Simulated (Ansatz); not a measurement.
```yaml
atoms:
  - { symbol: Ge, position_ang: [-0.0356, 0.0261, 0.0235] }
  - { symbol: H, position_ang: [0.8951, 0.9195, 0.9251] }
  - { symbol: H, position_ang: [0.9254, -0.8554, -0.8820] }
  - { symbol: H, position_ang: [-0.8425, 0.9050, -0.8745] }
  - { symbol: H, position_ang: [-0.9051, -0.8424, 0.8751] }
```

Basis set: 6-31G* (spherical functions). Correlated methods keep 9 orbitals frozen. Charge 0, multiplicity 1.

Computed with Ansatz (development build ahead of 0.2.0); each method stands on the lowest determinant of its kind that the runs found. Restricted open shells among the atoms or ions are ROHF, correlated in semicanonical orbitals with singles.

The atomization energy at this shape (free ground-state atoms in the same class of orbitals less the molecule, no zero-point energy) of singlet GeH4:

```csv
method,atomization energy
RHF,9.53 eV
```

Q: What does RHF-MP2 give?

A: 10.72 eV.
